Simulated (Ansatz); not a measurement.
Geometry optimisation, Ansatz, RKS B3LYP-D4/def2-SVP.

input.yaml

```yaml
crystal:
  periodic: [false, false, false]
  atoms:
    - { symbol: Zn, position_ang: [-0.2272, -0.6677, 0.3481] }
    - { symbol: Cl, position_ang: [0.8213, -1.0557, -2.0159] }
    - { symbol: O, position_ang: [-0.4213, -1.3455, 1.9263] }
    - { symbol: H, position_ang: [0.6915, 0.602, -1.4552] }
    - { symbol: O, position_ang: [0.2419, 1.3042, -0.4988] }
    - { symbol: H, position_ang: [-0.6911, -0.7137, 2.593] }
    - { symbol: H, position_ang: [-0.4149, 1.8765, -0.8975] }
basis:
  gaussian: { orbitals: def2-SVP }
hamiltonian:
  xc: b3lyp
  dispersion: d4
relax:
  f_tol: 0.15
  max_steps: 25
  restrain:
    - { distance: [0, 4], at: 1.88, k: 30.0 }
    - { distance: [3, 1], at: 1.33, k: 30.0 }
    - { distance: [0, 1], at: 3.54, k: 30.0 }
    - { distance: [3, 4], at: 2.27, k: 30.0 }
output:
  orbitals: {}
```

Run as:

```bash
$ ansatz run input.yaml --threads 2 --pin off --max-ram 3072MiB --backend cpu --events-out ev --progress --plain --runs-dir out
```

Task: Where does it end, and by what steps?

Result: The run converged. The restraints hold the end off the free minimum. After 6 steps the energy has risen by 0.074 eV (the restraints' own energy left out); Zn1 moved furthest, 0.82 Å. Parted: Zn1–Cl2. Joined: Cl2–H4.

| step | energy less start (eV) | largest force component (eV/Å) | accepted |
| --- | --- | --- | --- |
| 0 | 0.0000 | 2.989 | yes |
| 1 | 0.7166 | 3.523 | yes |
| 2 | 0.6789 | 3.540 | yes |
| 3 | 0.4003 | 2.049 | yes |
| 4 | 0.2824 | 1.489 | yes |
| 5 | 0.0986 | 0.817 | yes |
| 6 | 0.0736 | 0.942 | yes |

```xyz
7
Properties=species:S:1:pos:R:3
Zn -0.253 0.038 0.770
Cl 0.999 -1.102 -2.335
O -0.548 -1.337 1.854
H 1.001 0.158 -1.959
O 0.150 1.470 -0.329
H -0.702 -1.037 2.760
H -0.646 1.811 -0.761
```

Time of the run: 21 s on 2 threads of Intel(R) Xeon(R) Platinum 8259CL CPU @ 2.50GHz (Skylake/Cascade Lake), with other jobs on the host, peak memory 0.22 GiB.
